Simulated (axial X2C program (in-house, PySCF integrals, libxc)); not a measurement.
# Potential curves of PBr, with spin–orbit coupling

All values were computed with an in-house all-electron X2C program for linear molecules (integrals from PySCF). Two-component (2c) means X2C with spin–orbit coupling and atomic mean-field two-electron Coulomb and Gaunt terms. Basis: Br dyall-cv3z [8s9p6d4f1g], P dyall-v3z [8s7p2d1f] (cores contracted in-house); Gaussian nuclei, density fitting, unrestricted open shells. Masses: Br 78.918 u, P 30.974 u.

State: Ω = 1 (⟨Sz⟩ = 1.00, ⟨Lz⟩ = 0.00 at HF). Energies in kJ/mol from the fragments at the same level (Br + P). Fits are polynomials in 1 − R0/R over 0.85 to 1.23 times the lowest point R0.

```json
{"R (Å)": "1.8983", "CCSD(T)": "", "HF": "-16.03", "PBE0": "-187.51"}
{"R (Å)": "1.9856", "CCSD(T)": "-189.78", "HF": "-76.22", "PBE0": "-242.14"}
{"R (Å)": "2.0511", "CCSD(T)": "-215.28", "HF": "-102.81", "PBE0": "-265.23"}
{"R (Å)": "2.1165", "CCSD(T)": "-229.17", "HF": "-117.54", "PBE0": "-276.97"}
{"R (Å)": "2.1820", "CCSD(T)": "-234.31", "HF": "-123.25", "PBE0": "-280.15"}
{"R (Å)": "2.2584", "CCSD(T)": "-232.09", "HF": "-121.32", "PBE0": "-275.81"}
{"R (Å)": "2.3347", "CCSD(T)": "-223.56", "HF": "-112.64", "PBE0": "-265.22"}
{"R (Å)": "2.4329", "CCSD(T)": "-206.39", "HF": "-94.70", "PBE0": "-245.45"}
{"R (Å)": "2.5529", "CCSD(T)": "", "HF": "-67.25", "PBE0": "-215.75"}
{"R (Å)": "2.7275", "CCSD(T)": "", "HF": "", "PBE0": "-168.49"}
```

Correlated methods: 12 electrons correlated (number of frozen shells: Br 3 s, 2 p, 1 d; P 2 s, 1 p), 182 virtual spin orbitals or spinors in MP2, 90 natural virtuals in coupled cluster.

Occupations by symmetry block were frozen at the best pattern of an incomplete PBE0 search. Dissociation energies refer to the lowest single-determinant-based atoms at the same level and basis. Density functionals use the spin component along the axis (collinear). Coupled cluster ran in a truncated set of natural virtual spinors; the MP2 energy of the rest was added. (T) has no such correction and the atoms are truncated less, which lowers De at CCSD(T) by a hundredth of an eV or more. PBE0 can misorder states that lie within some tenths of an eV, so this need not be the ground state of the molecule. The nearest other 2c determinant of the search, Ω = 0, lies 0.84 eV up at the distance of the search. Without a current term, density functionals place determinants with orbital angular momentum somewhat too high. With several unpaired electrons one determinant need not be a pure state. Open-shell Ω = 0 determinants with evenly filled partner blocks cannot be reached by this program, so the Ω shown need not be the lowest component. This is the Ω = 1 component of a π² triplet; the 0⁺ component is not one determinant and can lie lowest. The stretched end of a curve changes character and is left out. Coupled cluster ran on the points near the minimum only. MP2 and coupled cluster on one determinant become unreliable at the stretched end.

Task: Fit the CCSD(T) curve near its minimum: give the equilibrium distance, the harmonic wavenumber and the well depth.

Result: At CCSD(T), 2c: Re = 2.198 Å, ωe ≈ 425 cm⁻¹, De = 2.43 eV to Br + P; Be follows as 0.157 cm⁻¹.

Task: Fit the HF curve near its minimum: give the equilibrium distance, the harmonic wavenumber and the well depth.

Result: At HF, 2c: Re = 2.201 Å, ωe ≈ 432 cm⁻¹, De = 1.28 eV to Br + P; Be follows as 0.156 cm⁻¹.

Task: What are Re, ωe and De at the PBE0 level?

Result: At PBE0, 2c: Re = 2.178 Å, ωe ≈ 439 cm⁻¹, De = 2.90 eV to Br + P; Be follows as 0.16 cm⁻¹.
